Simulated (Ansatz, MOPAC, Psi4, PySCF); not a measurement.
Noncovalent pair: N2 (SMILES N#N) (first 2 atoms) with CH4O (SMILES CO); geometry from B3LYP-D3(BJ)/def2-TZVP, rigid monomers moved along the line of their centres of mass till N2···O4 is 2.90 Å.
(charge 0, multiplicity 1):
```csv
atom,x (Å),y (Å),z (Å)
N,-0.3484,0.3628,-0.3261
N,0.3666,-0.3585,0.0709
C,0.2495,-0.4948,3.3241
O,-0.6114,0.4399,2.6871
H,0.9466,-0.0087,4.0153
H,0.8262,-0.9775,2.5367
H,-0.3085,-1.2660,3.8665
H,-1.1375,0.8844,3.3587
```

Monomers are frozen at their geometry in the pair; levels with a basis set take the counterpoise correction. Rows marked so take none.

Frozen-core correlation. Rows in 3-21G, 6-31G* carry no dispersion term and start afresh at each structure (6-31G* with six Cartesian d functions). The state that AM1, PM3 reach isn't checked.

Run with Ansatz (Gaussian orbitals); MOPAC for AM1, PM3 (differences of heats of formation); Psi4 for SAPT; PySCF for 3-21G rows, 6-31G* rows, the dispersion terms. 

| level | interaction energy (kcal/mol) |
|---|---|
| AM1 | -0.64 |
| PM3 | 1.73 |
| PBE/def2-TZVPPD | 0.28 |
| PBE-D4/def2-TZVPPD | -0.46 |
| r2SCAN-D3(BJ)/def2-TZVPPD | -0.45 |
| B3LYP/3-21G (no counterpoise) | -2.25 |
| B3LYP/6-31G* | 0.78 |
| SCS-MP2/aug-cc-pVDZ | ___ |
| SAPT0/jun-cc-pV(D+d)Z | ___ |

Problem. Fill in the missing entries.

Solution. 
- SCS-MP2/aug-cc-pVDZ, interaction energy (kcal/mol): -0.01
- SAPT0/jun-cc-pV(D+d)Z, interaction energy (kcal/mol): -0.06

Ansatz is a program for electronic structure.
